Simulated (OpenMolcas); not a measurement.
## Ag2+: moving the ligands

Ag2+ with its 8 nearest fluoride ions at 2.487 Å, on the Ba site of BaF2 (a = 6.2001 Å, distance in the model lattice 2.685 Å). The rest of the host is ab initio model potentials to 7.6 Å and point charges beyond; the distance is set by hand and nothing relaxes. Ligand basis ANO-RCC-VDZP.
```
Ag    0.0000    0.0000    0.0000
F     1.4359    1.4359    1.4359
F     1.4359    1.4359   -1.4359
F     1.4359   -1.4359    1.4359
F     1.4359   -1.4359   -1.4359
F    -1.4359    1.4359    1.4359
F    -1.4359    1.4359   -1.4359
F    -1.4359   -1.4359    1.4359
F    -1.4359   -1.4359   -1.4359
```

```
Program             : OpenMolcas
Method              : SS-CASPT2, IPEA 0.25 Eh, imaginary shift 0.1 Eh (closed shells correlated: 4s 4p and the ligand valence shells)
Basis               : ANO-RCC-VTZP [7s6p4d2f1g]
Scalar Hamiltonian  : DKH2, point nucleus
Active space        : 9 electrons in 5 orbitals (4d)
State averaging     : 2S+1 = 2 even, 5 roots
Spin-orbit coupling : state interaction with AMFI integrals over the reference wave functions
```

Runs around this geometry, states (labels of O, the rotations of Oh). Energies in cm-1 above the lowest state or level, χT in cm3 K/mol; under a threefold ground state the first gap can be a small split of the lowest multiplet, not the spin-orbit step; 10Dq is the gap between the two states; 10Dq is negative for this site.

```json
{"R (Å)": "2.38", "Ground state": "2T2", "First state of that spin": "2E 6180", "10Dq": "-6179", "First gap with spin-orbit (degeneracies)": "1880 (2, 4)", "χT at 300 K": "0.576"}
{"R (Å)": "2.487", "Ground state": "2T2", "First state of that spin": "2E 4840", "10Dq": "-4844", "First gap with spin-orbit (degeneracies)": "1690 (2, 4)", "χT at 300 K": "0.620"}
{"R (Å)": "2.685", "Ground state": "2T2", "First state of that spin": "2E 3450", "10Dq": "-3446", "First gap with spin-orbit (degeneracies)": "1410 (2, 4)", "χT at 300 K": "0.700"}
```

Taking |10Dq| as R^-n, n = -ln(3446 / 6179) / ln(2.685 / 2.38) = 4.8 between the shortest and longest distance. The point-charge formula for a cubic d site gives n = 5.

Roots that are degenerate in the reference are averaged as groups; the widest CASPT2 spread within a group is 130 cm-1 (the 3-fold group of multiplicity 2 near 0 cm-1 above the lowest state of its run, R = 2.487). Shifts and gaps below about the spread of the groups concerned are not significant. Over all roots computed the reference weight is 0.67 in R = 2.38, 0.67 in R = 2.487, 0.67 in R = 2.685; a low but even weight reflects the number of correlated electrons. An orbital triplet at a regular site is open to Jahn-Teller coupling, which can distort the site and quench the lowest spin-orbit gaps and is left out. Ligand-to-metal charge-transfer states are missing. With one d shell and no ligand orbital active, 10Dq can be off by a tenth or more. Free-ion shares, where given, are those of the reference states; single-state CASPT2 does not remix them. No measured value stands beside these numbers; the geometry was set by hand and not optimised.
